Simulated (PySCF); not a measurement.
**[La(NH3)3]3+: from a saddle point downhill**

PySCF 2.14.0, RKS B3LYP, La def2-SVP with ECP46, N def2-SVP, H def2-SVP; non-relativistic Hamiltonian with scalar-relativistic core potentials where named; density fitting; no spin-orbit coupling. Relaxed within the symmetry of its start, the geometry (C3h) is

```xyz
13

La    0.0000    0.0000    0.0000
N     2.5872    0.0010    0.0000
H     3.0334   -0.4687    0.8102
H     3.0334   -0.4687   -0.8102
H     3.0340    0.9366    0.0000
N    -1.2945    2.2401    0.0000
H    -1.1108    2.8613    0.8102
H    -1.1108    2.8613   -0.8102
H    -2.3282    2.1592    0.0000
N    -1.2927   -2.2411    0.0000
H    -1.9226   -2.3927    0.8102
H    -1.9226   -2.3927   -0.8102
H    -0.7059   -3.0959    0.0000
```

and its lowest harmonic modes are -50, -48, -48, -40, 83, 83 cm⁻¹ (negative: unstable). It was moved along the lowest mode and relaxed again, within the group C3 that the move left.

Question: Where does it end, and how much lower?

Answer: In C3, 0.038 eV lower, after 17 steps:
```xyz
13

La    0.0000    0.0000    0.7902
N     2.4555   -0.0004    0.0025
H     3.1394   -0.2585    0.7392
H     2.6907   -0.6514   -0.7698
H     2.8175    0.9087   -0.3402
N    -1.2274    2.1267    0.0025
H    -1.3458    2.8481    0.7392
H    -0.7812    2.6560   -0.7698
H    -2.1957    1.9857   -0.3402
N    -1.2281   -2.1263    0.0025
H    -1.7936   -2.5896    0.7392
H    -1.9095   -2.0045   -0.7698
H    -0.6218   -2.8944   -0.3402
```

Question: How do the contacts change?

Answer: 
```json
{"contact": "La1–N2 (NH3)", "saddle (Å)": "2.587", "end (Å)": "2.579"}
{"contact": "La1–N6 (NH3)", "saddle (Å)": "2.587", "end (Å)": "2.579"}
{"contact": "La1–N10 (NH3)", "saddle (Å)": "2.587", "end (Å)": "2.579"}
```


Question: Is the end a minimum?

Answer: Yes; lowest modes 37, 37, 37, 50, 71, 71 cm⁻¹.

State: singlet.
